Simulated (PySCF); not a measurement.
C5H2FN2 (charge -1).
SMILES: `N#CC1=C(F)[N-]C=C1`

The closed-shell ground state was solved at several levels (PySCF, density fitting, gas phase, non-relativistic). Isolated species at its GFN2-xTB geometry, gas phase. No diffuse functions stand in pcJ-1 and pcSseg-1, which bears on an anion's orbital energies.

```tsv
level	basis functions	total energy (Eh)	HOMO (eV)	LUMO (eV)	gap (eV)
CAM-B3LYP/def2-SVPD	179	-400.6625	-2.79	5.12	7.91
PBE0/def2-SVPD	179	-400.3932	-1.54	4.60	6.14
B3LYP/pcJ-1	236	-401.1158	-1.16	4.66	5.82
```

(1) Estimate the row for PBE0/pcSseg-1, a basis of 146 functions; the other rows only guide the guess.

(2) Over all these levels, which gives the widest orbital gap and which the narrowest?

Answers

(1) Total energy -400.6262 Eh, HOMO -1.40 eV, LUMO 4.84 eV, gap 6.24 eV.

(2) CAM-B3LYP/def2-SVPD (range-separated hybrid) has the widest, 7.91 eV, and B3LYP/pcJ-1 (global hybrid, 20 % exact exchange) the narrowest, 5.82 eV. Functional and basis both differ between the two, so the spread mixes both effects.
